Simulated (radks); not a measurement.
Question: Coherent X-ray form factor from a spherical all-electron density. Calculated with a radial shooting solver on a logarithmic mesh with Libxc functionals: non-relativistic Kohn-Sham, r2SCAN, spin-unpolarised, spherical densities, point nucleus; meta-GGA in the generalised Kohn-Sham scheme.

| sin(theta)/lambda (1/angstrom) | f0 (electrons) |
|---|---|
| 0.05 | 26.350 |
| 0.1 | 24.764 |
| 0.15 | 22.871 |
| 0.2 | 21.011 |
| 0.25 | 19.261 |
| 0.3 | 17.614 |
| 0.4 | 14.638 |
| 0.5 | 12.179 |
| 0.6 | 10.288 |
| 0.8 | 7.929 |
| 1 | 6.703 |
| 1.25 | 5.733 |
| 1.5 | 4.891 |
| 2 | 3.374 |

The species is in the configuration that NIST lists as its ground one. Which atom or ion scatters so?

Answer: Neutral cobalt, [Ar] 3d7 4s2. Extrapolating in s^2 from the first two rows gives f0(0) = 26.9, near the electron count 27; among species with that count, the fall with angle is slower the higher Z, and the table is that of Z = 27; from so few rows the species is fixed only to a neighbour or two.
